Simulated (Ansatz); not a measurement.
`O[SiH2][SiH2]Br` + CH₄ → `C[SiH2][SiH2]Br` + H₂O  (formal exchange of groups at the Si–O bond)

Isolated molecules relaxed with PBE0-D4/def2-TZVP in Ansatz; ΔE leaves out vibrations. CCSD(T)/CBS is the MP2 limit (def2-TZVPP, def2-QZVPP) plus CCSD(T) − MP2 in def2-TZVPP, frozen cores. This one scheme is used for every species. Functionals use def2-TZVPP. B3LYP here is the variant with VWN-RPA as its local correlation; programs differ in this. For Br outer-core shells are correlated without core-valence functions, which leaves a few kJ/mol of doubt a bond. Scalar relativity is left out up to krypton. Each species was taken in one conformer, which may not be the lowest.

`O[SiH2][SiH2]Br`:

Cartesian coordinates in Å:
```
O -1.191 -0.833 1.377
Si -0.227 0.450 1.007
Si 0.432 0.257 -1.239
Br 0.865 -1.937 -1.461
H -0.909 -1.686 1.035
H 1.006 0.493 1.842
H -1.025 1.676 1.256
H -0.624 0.586 -2.229
H 1.674 0.993 -1.588
```

CH₄:

```xyz
5

C     0.000    0.000    0.000
H    -0.625   -0.887   -0.098
H     1.031   -0.252   -0.246
H    -0.049    0.367    1.025
H    -0.357    0.773   -0.680
```

`C[SiH2][SiH2]Br`:

Z-matrix (Å, degrees):
```
C
Si 1 1.872
H 1 1.092 2 110.9
H 1 1.092 2 110.7 3 -120.2
H 1 1.092 2 110.3 3 119.9
Si 2 2.339 1 110.3 3 -62.4
H 2 1.489 1 111.1 3 178.3
H 2 1.491 1 111.2 3 57.9
Br 6 2.239 2 107.5 1 -54.5
H 6 1.486 2 112.8 1 63.0
H 6 1.485 2 113.5 1 -172.9
```

H₂O:

Cartesian coordinates in Å:
```
O -0.378 0.011 0.093
H 0.285 -0.602 0.417
H 0.093 0.591 -0.510
```

| level | ΔE (kJ/mol) |
| --- | --- |
| ωB97X-V | 87.8 |
| r2SCAN | 90.1 |
| PBE0 | 82.2 |
| B3LYP | 94.3 |
| MP2/def2-TZVPP | 86.4 |
| CCSD(T)/def2-TZVPP | 85.3 |
| MP2/def2-QZVPP | 85.8 |
| SCS-MP2/def2-QZVPP | 89.9 |

Question: What does CCSD(T)/CBS give? (Estimate.)

Answer: The calculation gave: +84.1 kJ/mol. The listed levels differ from it by 3.7, 6.0, -1.9, 10.2, 2.3, 1.2, 1.7, 5.8 kJ/mol.

Largest T1 diagnostic among the species: 0.010.

In def2-TZVPP, CCSD(T) changes the Hartree–Fock value by −17.0 kJ/mol (the triples alone add −1.6 kJ/mol) and MP2 by −16.0 kJ/mol. The D4 term adds −3.1 kJ/mol with B3LYP and −2.0 kJ/mol with PBE0; it sums over pairs of atoms, weighted by their polarisabilities, and B3LYP, whose exchange is more repulsive, gets the larger term.
